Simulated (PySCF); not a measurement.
Species: C₄H₇FO₂Si (charge +1 and doublet state).
Geometry (GFN2-xTB, Å), atoms numbered from 1 in this order:
```xyz
15
C4H7FO2Si angstrom
O      0.8302    1.2738   -1.2789
C      1.6234    1.2942   -0.4017
C      1.6217    0.3548    0.8231
C      1.0238   -0.9561    0.5273
F      1.8237   -2.0018    0.6407
C     -0.2478   -1.1832    0.0472
O     -1.0855   -0.2212   -0.1247
Si    -2.5958    0.0458   -0.8140
H      2.4511    2.0209   -0.3462
H      1.0248    0.9091    1.5582
H      2.6354    0.2321    1.2070
H     -0.5398   -2.2042   -0.1900
H     -3.1716   -1.2180   -1.2544
H     -3.2204    0.6769    0.3489
H     -2.1776    0.9850   -1.8538
```

The hyperfine couplings belong to this conformer and change with its torsions.

Identity: `O=CC[C+](F)[CH]O[SiH3]` [radical] (charge +1).

The calculation used UKS B3LYP, pcH-1 on C F H O Si, non-relativistic, mean-field spin-orbit, GIAO in PySCF. One conformer (not necessarily the lowest) at the GFN2-xTB geometry, without solvent, vibrations or thermal averaging. The geometry wasn't refined by DFT: couplings that depend on bond lengths, twists or pyramidal angles can differ widely from those at the functional's own minimum, by a factor of two or more for some ions and for spin on atoms past the first row. The SCF solution wasn't tested for stability.

(1) What is the g tensor, term by term?

(2) What effective moment and Curie constant follow for a powder?

(3) What are the electron Larmor frequencies g μB B/h along the three axes at 350 mT?

(4) In a frozen sample, at which fields do the three g values resonate at 9.5, 34, 94 and 263 GHz (hyperfine left aside), and which band first spreads them over more than twice a line width of 0.5 mT?

## Answers

(1) 
```tsv
Δg (ppm)	1	2	3
relativistic mass correction	-241	-241	-241
gauge correction	-2	51	44
orbital Zeeman/spin–orbit	-23	3070	5133
total	-266	2881	4936
```

So g = 2.00205, 2.00520, 2.00726 and g_iso = 2.00484; the tensor is rhombic: the two nearest values differ by 40 % of g3 − g1. Axes: g2 points within 7° of the C3–C4 bond.

(2) With the mean of g² = 4.0194 and S(S+1) = 0.75: μ_eff = √(⟨g²⟩S(S+1)) = 1.736 μB and χT = 0.12505·⟨g²⟩·S(S+1) = 0.377 cm³ K/mol (cgs; spin-Hamiltonian part alone).

(3) 9.8074, 9.8228, 9.8329 GHz for g1, g2 and g3, a range of 25.5 MHz.

(4) 
```json
{"band": "X", "GHz": "9.5", "B(g3) mT": "338.15", "B(g2) mT": "338.50", "B(g1) mT": "339.03", "spread mT": "0.88"}
{"band": "Q", "GHz": "34.0", "B(g3) mT": "1210.22", "B(g2) mT": "1211.46", "B(g1) mT": "1213.37", "spread mT": "3.14"}
{"band": "W", "GHz": "94.0", "B(g3) mT": "3345.91", "B(g2) mT": "3349.34", "B(g1) mT": "3354.60", "spread mT": "8.69"}
{"band": "J", "GHz": "263.0", "B(g3) mT": "9361.42", "B(g2) mT": "9371.01", "B(g1) mT": "9385.74", "spread mT": "24.33"}
```

The spread grows in proportion to the frequency. Q band is the first where it exceeds 1.0 mT.

Largest spin populations (Mulliken): C4 (+0.37), O7 (+0.22), C6 (+0.21) and F5 (+0.07). Three atoms exceed +0.15.

The HOMO–LUMO gaps are 5.92 eV among the α and 2.36 eV among the β orbitals.

The SMILES draws the unpaired electron on C6; the largest computed Mulliken spin population is on C4 (0.37 against 0.21).
